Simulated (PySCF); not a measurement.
AlPb: from constants to spectrum

UHF-CCSD(T) constants of AlPb, ⁴Σ⁻ (quartet), unpaired electrons σ ↑, π ↑↑ (PySCF, scalar-relativistic core potentials, basis sets Al cc-pV(D+d)Z, Pb cc-pVDZ-PP with ECP60; masses 26.9815 and 207.9766 u):

| Item | Value |
| --- | --- |
| ωe | 243.3 cm⁻¹ |
| ωexe | 0.872 cm⁻¹ |
| Be | 0.09332 cm⁻¹ |
| αe | 0.000471 cm⁻¹ |
| D (centrifugal) | 5.49e-08 cm⁻¹ |
| De to Al + Pb | 1.81 eV |

(1) Give the vibrational terms G(v) and spacings up to v = 6.

(2) How well does the Morse estimate ωe²/(4ωexe) reproduce De, and what is D0?

Correlated steps freeze 9 core orbitals. Correlated levels converge slowly with the basis: in double zeta they bind strong bonds too weakly, by up to about 1 eV, and carry superposition errors of some tenths. These are scalar-relativistic numbers at best; spin–orbit coupling would shift them, the dissociation energy most. The state was picked by a PBE0 search and need not be the measured ground state.

Results:

(1) G(v) = ωe(v+½) − ωexe(v+½)².

| v | G(v) (cm⁻¹) | G(v) − G(v−1) | Bv (cm⁻¹) |
| --- | --- | --- | --- |
| 0 | 121.4 |  | 0.09308 |
| 1 | 363.0 | 241.6 | 0.09261 |
| 2 | 602.8 | 239.8 | 0.09214 |
| 3 | 840.9 | 238.1 | 0.09167 |
| 4 | 1077.2 | 236.3 | 0.09120 |
| 5 | 1311.8 | 234.6 | 0.09073 |
| 6 | 1544.6 | 232.8 | 0.09026 |

(2) It gives 2.10 eV, 116 % of the computed De. D0 = De − G(0) = 1.81 − 0.02 = 1.79 eV.
